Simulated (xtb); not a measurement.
C₃H₄, charge +1, doublet, geometry from GFN2-xTB (a state made from the parent by changing its charge; the spin is typed, not shown lowest); GFN2-xTB (xtb).

Input for xtb:
```
$ xtb mol.xyz --gfn 2 --chrg 1 --uhf 1 --etemp 5000 --json

# file mol.xyz
7

C      1.29842590    -0.00034985    -0.00013940
C     -0.00000000    -0.00000000    -0.00000000
C     -1.29842590     0.00034985     0.00013940
H      1.89077598    -0.73460745    -0.54286750
H      1.89128809     0.73358839     0.54246146
H     -1.89081536     0.88870580    -0.21072798
H     -1.89124871    -0.88768675     0.21113402
```

What the program printed (banner, timings and long lists left out):

```
   ID    Z sym.   atoms
    1    6 C      1-3
    2    1 H      4-7

           -------------------------------------------------
          |                Calculation Setup                |
           -------------------------------------------------

           -------------------------------------------------
          |                 G F N 2 - x T B                 |
           -------------------------------------------------

          ...................................................
          :                      SETUP                      :
          :.................................................:
          :  # basis functions                  16          :
          :  # atomic orbitals                  16          :
          :  # shells                           10          :
          :  # electrons                        15          :
          :  max. iterations                   250          :
          :  Hamiltonian                  GFN2-xTB          :
          :  restarted?                      false          :
          :  GBSA solvation                  false          :
          :  PC potential                    false          :
          :  electronic temp.         5000.0000000     K    :
          :  accuracy                    1.0000000          :
          :  -> integral cutoff          0.2500000E+02      :
          :  -> integral neglect         0.1000000E-07      :
          :  -> SCF convergence          0.1000000E-05 Eh   :
          :  -> wf. convergence          0.1000000E-03 e    :
          :  Broyden damping             0.4000000          :
          :  net charge                          1          :
          :  unpaired electrons                  1          :
          ...................................................

 iter      E             dE          RMSdq      gap      omega  full diag
   1     -8.0310183 -0.803102E+01  0.787E+00    3.61       0.0  T
   2     -8.0361550 -0.513666E-02  0.472E+00    3.18       1.0  T
   3     -7.9952830  0.408720E-01  0.324E+00    3.81       1.0  T
   4     -8.0509568 -0.556738E-01  0.143E-01    3.31       1.0  T
   5     -8.0509696 -0.128333E-04  0.586E-02    3.31       1.0  T
   6     -8.0509688  0.869167E-06  0.231E-02    3.31       1.6  T
   7     -8.0509699 -0.117163E-05  0.142E-03    3.31      26.7  T
   8     -8.0509699  0.105091E-08  0.913E-04    3.31      41.4  T
   9     -8.0509699 -0.415091E-08  0.169E-05    3.31    2233.3  T

[...]
         :: total energy              -7.862367693015 Eh    ::
[...]
             Fermi-level           -0.6213989 Eh          -16.9091 eV

     #   Z          covCN         q      C6AA      α(0)
     1   6 C        2.831    -0.021    28.511     8.750
     2   6 C        1.962     0.134    27.792     8.513
     3   6 C        2.831    -0.021    28.511     8.750
     4   1 H        0.925     0.227     0.973     1.542
     5   1 H        0.925     0.227     0.973     1.542
     6   1 H        0.925     0.227     0.973     1.542
     7   1 H        0.925     0.227     0.973     1.542

 Mol. C6AA /au·bohr⁶  :        395.703796
 Mol. C8AA /au·bohr⁸  :       9897.056762
 Mol. α(0) /au        :         32.182824

Wiberg/Mayer (AO) data.
largest (>0.10) Wiberg bond orders for each atom

 ---------------------------------------------------------------------------
     #   Z sym  total        # sym  WBO       # sym  WBO       # sym  WBO
 ---------------------------------------------------------------------------
     1   6 C    3.681 --     2 C    1.826     5 H    0.845     4 H    0.845
                             3 C    0.107
     2   6 C    3.795 --     1 C    1.826     3 C    1.826
     3   6 C    3.681 --     2 C    1.826     7 H    0.845     6 H    0.845
                             1 C    0.107
     4   1 H    0.922 --     1 C    0.845
     5   1 H    0.922 --     1 C    0.845
     6   1 H    0.922 --     3 C    0.845
     7   1 H    0.922 --     3 C    0.845
 ---------------------------------------------------------------------------

Topologies differ in total number of bonds
Writing topology from bond orders to xtbtopo.mol

molecular dipole:
                 x           y           z       tot (Debye)
 q only:       -0.000      -0.000      -0.000
   full:       -0.000      -0.000      -0.000       0.000
molecular quadrupole (traceless):
                xx          xy          yy          xz          yz          zz
 q only:        9.984      -0.004      -3.791      -0.002       0.513      -6.193
  q+dip:       12.208      -0.004      -3.970      -0.002       0.911      -8.238
   full:       10.049      -0.004      -3.473      -0.002       0.662      -6.576

           -------------------------------------------------
          | TOTAL ENERGY               -7.862367693015 Eh   |
          | GRADIENT NORM               0.006107049274 Eh/α |
          | HOMO-LUMO GAP               3.307070719491 eV   |
           -------------------------------------------------

normal termination of xtb
```
